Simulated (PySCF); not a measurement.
Input of a run (PBE0-D3(BJ)/def2-SVP geometry optimisation, gas phase, def2 core potentials past Kr (PySCF 2.14.0)), started from GFN2-xTB:
```
{"job": {"xc": "PBE0", "basis": "def2-SVP", "d3": "d3bj", "grid": 1, "maxiter": 30, "shake": 0.03, "kind": "geom"}, "charge": 0, "multiplicity": 1}
Sn     0.061250    -0.076350     0.012930
F     -0.006530    -0.032670     1.909100
F      1.741260     0.004050    -0.674940
F     -0.810210     1.574280    -0.629750
F     -0.910920    -1.579800    -0.679460
```

Output (energies in Eh, forces in Eh/bohr):
```
step   0  E = -613.05284944  max force = 0.073887
step   1  E = -613.05902900  max force = 0.024879
step   2  E = -613.06033414  max force = 0.006613
step   3  E = -613.06053295  max force = 0.004051
step   4  E = -613.06058513  max force = 0.000904
step   5  E = -613.06060550  max force = 0.000340
step   6  E = -613.06061864  max force = 0.000639
step   7  E = -613.06066130  max force = 0.000895
step   8  E = -613.06072862  max force = 0.001401
step   9  E = -613.06077109  max force = 0.000990
step  10  E = -613.06088703  max force = 0.000818
step  11  E = -613.06092784  max force = 0.001528
step  12  E = -613.06098081  max force = 0.001022
step  13  E = -613.06098781  max force = 0.000279
optimisation converged
```

Question: Summarise the run.

Answer: The energy falls by 0.221 eV over 14 energy and gradient evaluations, the largest force component goes from 0.0739 to 2.8e-04 Eh/bohr, and the atoms move by 0.058 Å rms after alignment. The bond that changes most is Sn1–F3 (ends: tin bonded to 4 F; fluorine bonded to Sn), which lengthens by 0.085 Å. Bonds longer at the end by more than 0.005 Å: 1 of 4; shorter: 2. Among the angles that change most is F3–Sn1–F4, from 104.4° to 109.3°. The energy never rose by more than 1e-6 Eh on the way. The first step brought 76 % of the lowering.

Question: What are the final bond lengths?

Answer: Sn1–F2 1.902 Å, Sn1–F3 1.902 Å, Sn1–F4 1.902 Å, Sn1–F5 1.902 Å. Numbering counts from 1 in the input's order; the species is `[F][Sn]([F])([F])[F]`.

The run used 82 basis functions and 90 SCF cycles in all. Time: 41 s of wall time; peak memory 0.32 GiB. Hardware: one thread of an Arm Neoverse V1, shared host with 32 logical CPUs at a one-minute load of 16.

Whether it is a minimum is left open (no frequencies).
